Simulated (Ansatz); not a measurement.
A run on CH$_{3}$ClF$_{2}$Sn (`[CH3][Sn]([F])([F])[Cl]`) with other settings.

```yaml
crystal:
  periodic: [false, false, false]
  atoms:
    - {symbol: C, position_ang: [-0.973255, -0.231909, 0.645600]}
    - {symbol: Sn, position_ang: [0.790220, 0.154082, -0.287280]}
    - {symbol: F, position_ang: [2.123148, -1.086938, 0.041536]}
    - {symbol: F, position_ang: [0.578807, -0.259318, -2.308400]}
    - {symbol: Cl, position_ang: [1.562981, 2.293461, -0.340063]}
    - {symbol: H, position_ang: [-1.199734, -1.225348, 0.383384]}
    - {symbol: H, position_ang: [-0.918137, 0.004095, 1.671506]}
    - {symbol: H, position_ang: [-1.829107, 0.414999, 0.200022]}
basis:
  gaussian: {orbitals: def2-TZVPP, fitting: {mean_field: cc-pVTZ-jkfit}}
hamiltonian: {xc: {name: wPBEh}, pseudopotentials: {relativity: none}}
scf: {lower_state_search: full}
```

```sh
$ ansatz run in.yaml --threads 2 --pin off --events-out ev --progress --plain --max-ram 32768MiB --backend cpu
```

It prints (some lines left out):

```
Functional definition: wPBEh
Error: <dir> the basis set cc-pVTZ-JKFIT has no functions for Sn
```
